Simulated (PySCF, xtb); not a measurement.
B(OH)2(PH2) (BH₄O₂P), SMILES OB(O)P. Other conformers were not sampled.

Harmonic wavenumbers (cm⁻¹) from GFN2-xTB run with xtb at its own minimum, in rising order: 115, 211, 342, 373, 523, 580, 592, 759, 761, 903, 938, 1124, 1195, 1291, 2331, 2415, 3560, 3564.

What does PySCF 2.14.0 with B3LYP-D3(BJ)/def2-SVP give at its own minimum? (Estimate from the structure and the level; the computed values follow.)

141, 258, 377, 413, 414, 578, 610, 742, 758, 932, 1006, 1099, 1283, 1428, 2394, 2408, 3817, 3819. Paired by order, the mean absolute difference is 68 cm⁻¹ and the zero-point energies are 30.8 and 32.1 kcal/mol.
